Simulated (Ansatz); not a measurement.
Reaction (substitution at a C–Te bond): `CC(C)[TeH]` + `[NH2][Zr]([Cl])([Cl])[Cl]` → `CC(C)[NH][Zr]([Cl])([Cl])[Cl]` + H₂Te

Isolated molecules relaxed with PBE0-D4/def2-TZVP in Ansatz; ΔE leaves out vibrations. CBS: MP2 limit from def2 TZ/QZ plus the TZ coupled-cluster correction, frozen cores. Functionals use def2-TZVPP. HSE06 is defined as in plane-wave codes. Elements past krypton have def2 core potentials. For Te, Zr outer-core shells are correlated without core-valence functions, which leaves a few kJ/mol of doubt a bond. One conformer a species, not always the lowest.

| level | ΔE (kcal/mol) |
| --- | --- |
| PBE-D4 | 3.7 |
| revPBE-D4 | 3.5 |
| PBE0-D4 | 3.1 |
| r2SCAN0-D4 | 3.0 |
| HSE06-D4 | 3.2 |
| B2PLYP | 4.1 |
| HSE06 | 4.3 |
| MP2/def2-SVP | -3.3 |

What does CCSD(T)/CBS give? (An estimate is asked.)

Ansatz gave: +4.4 kcal/mol. The listed levels differ from it by -0.7, -0.9, -1.3, -1.4, -1.2, -0.3, -0.1, -7.7 kcal/mol.

What do rigid-rotor, harmonic-oscillator terms from PBE0-D4/def2-TZVP frequencies (298.15 K, 1 bar) make of the CCSD(T)/CBS value? (An estimate is asked.)

The calculation gave: ΔZPE = -1.5 kcal/mol, ΔH = +3.0 kcal/mol, ΔS = -36 J/(mol·K), ΔG = +5.6 kcal/mol. Modes under 50 cm⁻¹ make the entropy rough.

Largest T1 diagnostic among the species: 0.015.

At CCSD(T), def2-SVP lies −8.9 kcal/mol from the extrapolated value and def2-TZVPP −2.2 kcal/mol. The D4 term adds −1.6 kcal/mol with B3LYP and −1.1 kcal/mol with PBE0; it sums over pairs of atoms, weighted by their polarisabilities, and B3LYP, whose exchange is more repulsive, gets the larger term. From BLYP to BHLYP (50 % exact exchange), in def2-TZVPP and without D4, ΔE moves by −2.0 kcal/mol.

B3LYP here is the variant with VWN-RPA as its local correlation; programs differ in this.
